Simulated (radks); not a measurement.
These are the eigenvalues of the occupied orbitals of an atom or ion with whole-number occupations (eV). Method: scalar-relativistic Kohn-Sham, LDA (Slater exchange, Perdew-Wang correlation), spin-polarised, spherical densities, finite nucleus; Fermi nuclear charge, rms radius of each element as measured or else 0.836 A^(1/3) + 0.57 fm; computed with a radial shooting solver on a logarithmic mesh with Libxc functionals.

orbital  eigenvalue
1s up     -83178.84
1s down   -83178.83
2s up     -14834.98
2s down   -14834.44
2p up     -12817.85
2p down   -12817.38
3s up     -3602.832
3s down   -3602.543
3p up     -3019.750
3p down   -3019.445
3d up     -2403.983
3d down   -2403.556
4s up     -875.7745
4s down   -875.2028
4p up     -684.3826
4p down   -683.8049
4d up     -456.8987
4d down   -456.2163
5s up     -224.8747
5s down   -221.4516
4f up     -204.3931
4f down   -203.4970
5p up     -171.4637
5p down   -167.4756
5d up     -108.5883

Which element is it, and in what charge state? The configuration may be excited. Open shells, if any, are filled with parallel spins first.

Answer. Z = 80, mercury, charge +7: Hg7+ in [Xe] 4f14 5d5. The list shows which subshells hold electrons but not how many an open one holds; the 1s level, -3056.8 hartree, gives Z - s = 78.2 by -(Z - s)^2/2, which with screening and relativity narrows Z to a few neighbours, and the depths of the outer levels then fix element, charge and occupations together.
